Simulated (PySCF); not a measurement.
Ge(H)2(F)(NH2) (FGeH₄N), SMILES [NH2][GeH2][F].

The structure is a stationary point at PBE0-D3(BJ)/def2-TZVP. The values are those of a single conformer.

The numbers are results of PBE0-D3(BJ)/def2-TZVP run with PySCF, not measurements.

Frequencies are harmonic and unscaled.

Computed vibrational spectrum:
```csv
mode,ν (cm⁻¹),IR (km/mol),moving atoms (share of kinetic energy)
1,225,22.5,"F 39 %, N 27 %, Ge 17 %, H 17 %"
2,248,34.7,H 92 %
3,507,39.9,H 89 %
4,509,179.4,"H 68 %, N 31 %"
5,676,133.5,"F 77 %, Ge 22 %"
6,692,2.7,H 96 %
7,729,72.0,"N 59 %, H 21 %, Ge 20 %"
8,815,47.1,H 91 %
9,854,58.0,H 98 %
10,920,37.5,"H 85 %, N 13 %"
11,1584,29.5,"H 91 %, N 9 %"
12,2195,56.5,H 99 %
13,2204,123.8,H 98 %
14,3578,18.9,H 96 %
15,3675,28.1,"H 91 %, N 9 %"
```
